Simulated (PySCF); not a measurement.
Si(F)2(Br)(NH2) (BrF2H2NSi), SMILES N[Si](F)(F)Br.

Geometry optimised at PBE0-D3(BJ)/def2-SVP. This is a generated structure with no PubChem entry under its InChIKey; it may be hypothetical. Other conformers were not sampled.

All values below come from PBE/def2-TZVP (PySCF).

Isolated molecule, no solvent.

```yaml
total_energy: -3118.85195 hartree
point_group: Cs
highest_occupied_level: -6.91 eV
lowest_empty_level: -0.77 eV
orbital_gap: 6.14 eV
dipole_moment: 2.82 D
quadrupole, principal values (traceless, Buckingham form, about the centre of nuclear charge): -6.69, -2.23, 8.92 D·Å
mean_static_polarisability: 49.5 bohr³ (7.34 Å³)
polarisability_principal_values: 42.4, 44.9, 61.2 bohr³
```
